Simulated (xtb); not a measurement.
xtb input file for GaBr₃, SMILES [Br][Ga]([Br])[Br], GFN2-xTB. 

```
$ xtb mol.xyz --gfn 2 --sp --chrg 0 --uhf 0 --json
$ cat mol.xyz
4

Ga     0.00000000    -0.00000000     0.00000000
Br     2.29381352    -0.00000000    -0.00000000
Br    -1.14690676    -1.98650078     0.00000000
Br    -1.14690676     1.98650078     0.00000000
```

Output:

```
[banner left out]
          |                Calculation Setup                |
           -------------------------------------------------



           -------------------------------------------------
          |                 G F N 2 - x T B                 |
           -------------------------------------------------

        Reference                      10.1021/acs.jctc.8b01176
      * Hamiltonian:
        H0-scaling (s, p, d)           1.850000    2.230000    2.230000
        zeta-weighting                 0.500000
      * Dispersion:
        s8                             2.700000
        a1                             0.520000
        a2                             5.000000
        s9                             5.000000
      * Repulsion:
        kExp                           1.500000    1.000000
        rExp                           1.000000
      * Coulomb:
        alpha                          2.000000
        third order                    shell-resolved
        anisotropic                    true
        a3                             3.000000
        a5                             4.000000
        cn-shift                       1.200000
        cn-exp                         4.000000
        max-rad                        5.000000


          ...................................................
          :                      SETUP                      :
          :.................................................:
          :  # basis functions                  40          :
          :  # atomic orbitals                  36          :
          :  # shells                           12          :
          :  # electrons                        24          :
          :  max. iterations                   250          :
          :  Hamiltonian                  GFN2-xTB          :
          :  restarted?                      false          :
          :  GBSA solvation                  false          :
          :  PC potential                    false          :
          :  electronic temp.          300.0000000     K    :
          :  accuracy                    1.0000000          :
          :  -> integral cutoff          0.2500000E+02      :
          :  -> integral neglect         0.1000000E-07      :
          :  -> SCF convergence          0.1000000E-05 Eh   :
          :  -> wf. convergence          0.1000000E-03 e    :
          :  Broyden damping             0.4000000          :
          :  net charge                          0          :
          :  unpaired electrons                  0          :
          ...................................................

 iter      E             dE          RMSdq      gap      omega  full diag
   1    -13.6156303 -0.136156E+02  0.225E+01    4.14       0.0  T
   2    -13.6409714 -0.253411E-01  0.155E+01    3.63       1.0  T
   3    -13.6364671  0.450426E-02  0.382E+00    3.71       1.0  T
   4    -13.6454551 -0.898794E-02  0.185E+00    3.50       1.0  T
   5    -13.6428915  0.256359E-02  0.122E+00    3.67       1.0  T
   6    -13.6449802 -0.208873E-02  0.653E-01    3.61       1.0  T
   7    -13.6455016 -0.521414E-03  0.685E-01    3.52       1.0  T
   8    -13.6457117 -0.210097E-03  0.625E-02    3.54       1.0  T
   9    -13.6457169 -0.519448E-05  0.358E-02    3.55       1.4  T
  10    -13.6457181 -0.118894E-05  0.373E-03    3.54      13.4  T
  11    -13.6457181 -0.145114E-07  0.705E-04    3.54      70.9  T
  12    -13.6457181 -0.541899E-09  0.464E-05    3.54    1077.7  T

   *** convergence criteria satisfied after 12 iterations ***

         #    Occupation            Energy/Eh            Energy/eV
      -------------------------------------------------------------
         1        2.0000           -0.8826626             -24.0185
       ...           ...                  ...                  ...
         6        2.0000           -0.4971162             -13.5272
         7        2.0000           -0.4794099             -13.0454
         8        2.0000           -0.4794099             -13.0454
         9        2.0000           -0.4779485             -13.0056
        10        2.0000           -0.4775368             -12.9944
        11        2.0000           -0.4775368             -12.9944
        12        2.0000           -0.4661131             -12.6836 (HOMO)
        13                         -0.3358449              -9.1388 (LUMO)
        14                         -0.1944448              -5.2911
        15                         -0.0781894              -2.1276
        16                         -0.0781894              -2.1276
        17                         -0.0359561              -0.9784
       ...                                ...                  ...
        36                          2.7944578              76.0411
      -------------------------------------------------------------
                  HL-Gap            0.1302682 Eh            3.5448 eV
             Fermi-level           -0.4009790 Eh          -10.9112 eV

 SCC (total)                   0 d,  0 h,  0 min,  0.010 sec
 SCC setup                      ...        0 min,  0.000 sec (  1.171%)
 Dispersion                     ...        0 min,  0.000 sec (  0.410%)
 classical contributions        ...        0 min,  0.000 sec (  0.209%)
 integral evaluation            ...        0 min,  0.004 sec ( 42.015%)
 iterations                     ...        0 min,  0.003 sec ( 35.391%)
 molecular gradient             ...        0 min,  0.002 sec ( 16.715%)
 printout                       ...        0 min,  0.000 sec (  3.933%)

         :::::::::::::::::::::::::::::::::::::::::::::::::::::
         ::                     SUMMARY                     ::
         :::::::::::::::::::::::::::::::::::::::::::::::::::::
         :: total energy             -13.632487778262 Eh    ::
         :: gradient norm              0.000003519033 Eh/a0 ::
         :: HOMO-LUMO gap              3.544777097003 eV    ::
         ::.................................................::
         :: SCC energy               -13.645716509322 Eh    ::
         :: -> isotropic ES            0.012795441151 Eh    ::
         :: -> anisotropic ES          0.005566427871 Eh    ::
         :: -> anisotropic XC         -0.017417046546 Eh    ::
         :: -> dispersion             -0.004586568495 Eh    ::
         :: repulsion energy           0.013228731061 Eh    ::
         :: add. restraining           0.000000000000 Eh    ::
         :: total charge              -0.000000000000 e     ::
         :::::::::::::::::::::::::::::::::::::::::::::::::::::

           -------------------------------------------------
          |                Property Printout                |
           -------------------------------------------------

    * Orbital Energies and Occupations

         #    Occupation            Energy/Eh            Energy/eV
      -------------------------------------------------------------
         1        2.0000           -0.8826626             -24.0185
         2        2.0000           -0.8826626             -24.0185
         3        2.0000           -0.8764175             -23.8485
         4        2.0000           -0.6118932             -16.6505
         5        2.0000           -0.4971162             -13.5272
         6        2.0000           -0.4971162             -13.5272
         7        2.0000           -0.4794099             -13.0454
         8        2.0000           -0.4794099             -13.0454
         9        2.0000           -0.4779485             -13.0056
        10        2.0000           -0.4775368             -12.9944
        11        2.0000           -0.4775368             -12.9944
        12        2.0000           -0.4661131             -12.6836 (HOMO)
Note: The following floating-point exceptions are signalling: IEEE_DENORMAL
normal termination of xtb
        13                         -0.3358449              -9.1388 (LUMO)
        14                         -0.1944448              -5.2911
        15                         -0.0781894              -2.1276
        16                         -0.0781894              -2.1276
        17                         -0.0359561              -0.9784
        18                         -0.0359561              -0.9784
        19                         -0.0214573              -0.5839
        20                         -0.0214573              -0.5839
        21                         -0.0158401              -0.4310
        22                         -0.0120098              -0.3268
        23                         -0.0099315              -0.2702
       ...                                ...                  ...
        36                          2.7944578              76.0411
      -------------------------------------------------------------
                  HL-Gap            0.1302682 Eh            3.5448 eV
             Fermi-level           -0.4009790 Eh          -10.9112 eV

     #   Z          covCN         q      C6AA      α(0)
     1  31 Ga       2.450     0.071   216.959    33.032
     2  35 Br       0.818    -0.024   185.350    21.950
     3  35 Br       0.818    -0.024   185.350    21.950
     4  35 Br       0.818    -0.024   185.350    21.950

 Mol. C6AA /au·bohr⁶  :       3042.143826
 Mol. C8AA /au·bohr⁸  :     227414.578861
 Mol. α(0) /au        :         98.882196


Wiberg/Mayer (AO) data.
largest (>0.10) Wiberg bond orders for each atom

 ---------------------------------------------------------------------------
     #   Z sym  total        # sym  WBO       # sym  WBO       # sym  WBO
 ---------------------------------------------------------------------------
     1  31 Ga   3.722 --     2 Br   1.241     4 Br   1.241     3 Br   1.241
     2  35 Br   1.544 --     1 Ga   1.241     4 Br   0.152     3 Br   0.152
     3  35 Br   1.544 --     1 Ga   1.241     4 Br   0.152     2 Br   0.152
     4  35 Br   1.544 --     1 Ga   1.241     3 Br   0.152     2 Br   0.152
 ---------------------------------------------------------------------------

Topologies differ in total number of bonds
Writing topology from bond orders to xtbtopo.mol

molecular dipole:
                 x           y           z       tot (Debye)
 q only:        0.000       0.000       0.000
   full:       -0.000      -0.000       0.000       0.000
molecular quadrupole (traceless):
                xx          xy          yy          xz          yz          zz
 q only:       -0.333      -0.000      -0.333       0.000       0.000       0.665
  q+dip:       -5.360      -0.000      -5.360       0.000       0.000      10.720
   full:       -7.049       0.000      -7.049       0.000       0.000      14.098


           -------------------------------------------------
          | TOTAL ENERGY              -13.632487778262 Eh   |
          | GRADIENT NORM               0.000003519033 Eh/α |
          | HOMO-LUMO GAP               3.544777097003 eV   |
           -------------------------------------------------

------------------------------------------------------------------------
------------------------------------------------------------------------
 total:
 SCF:
```

The calculation finished and met its thresholds.
